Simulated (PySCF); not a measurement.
C5H10NSi (doublet state).
Cartesian coordinates in Å at the GFN2-xTB level; atoms count from 1:
```xyz
17
C5H10NSi angstrom
C     -2.8176   -0.5821    0.4040
C     -1.5138   -0.4103    0.3503
C     -0.5938    0.6963    0.7897
C      0.6095   -0.2121    0.4235
N      1.5718    0.3037   -0.5066
Si     2.9812    1.1482   -0.0008
C     -0.3745   -1.2656   -0.1345
H     -3.4711    0.1689    0.8156
H     -3.2841   -1.4821    0.0396
H     -0.6725    0.9887    1.8359
H     -0.6578    1.5920    0.1702
H      1.1503   -0.5613    1.3048
H      1.1382    0.5582   -1.3821
H      3.7880    0.2437    0.8065
H      2.7787    2.4490    0.6381
H     -0.3294   -1.3633   -1.2197
H     -0.3102   -2.2598    0.3051
```

The hyperfine couplings belong to this conformer and change with its torsions.

Identity: `N(C1CC(=C)C1)[SiH2]` [radical].

Method used: UKS B3LYP, pcH-1 on C H N Si, non-relativistic, mean-field spin-orbit, GIAO in PySCF. Isolated species at its GFN2-xTB geometry (one conformer only). The geometry wasn't refined by DFT: couplings that depend on bond lengths, twists or pyramidal angles can differ widely from those at the functional's own minimum, by a factor of two or more for some ions and for spin on atoms past the first row. No stability test was run, so a lower SCF solution isn't excluded.

Task: Match the computed a_iso(13C) values +37.3, +1.2 MHz with the sites C1; C4.

Result: 
```csv
site,a_iso (MHz),ρ(0) (bohr⁻³),position,distance from Si6 (Å),spin population,largest |T| (MHz)
C1,+1.2,+0.0011,5 bonds from Si6,6.07,0.00,0.3
C4,+37.3,+0.0332,2 bonds from Si6,2.77,+0.01,5.6
```

ρ(0) is the spin density at the nucleus and T the dipolar tensor; a_iso includes a spin–orbit part; entries for several nuclei are means. The largest Mulliken spin population is on Si6 (+0.97). The angles at Si6 add up to 337.8°, so it is pyramidal.

Nuclei that the bonding pattern makes equivalent are averaged, as if the motion that swaps them (rotation, inversion, ring flip) were fast. H8 and H9 aren't averaged: C1 is flat or nearly so (angle sum 360°), and its turn about the short C1–C2 bond (1.32 Å) is taken as slow. C3 and C7, with what hangs on them, aren't averaged: C2 is flat or nearly so (angle sum 360°), and its turn about the short C2–C1 bond (1.32 Å) is taken as slow. The 1H value of +47.2 MHz is a mean of couplings from 16.9 to 77.4 MHz in this one geometry, not an average over conformers.
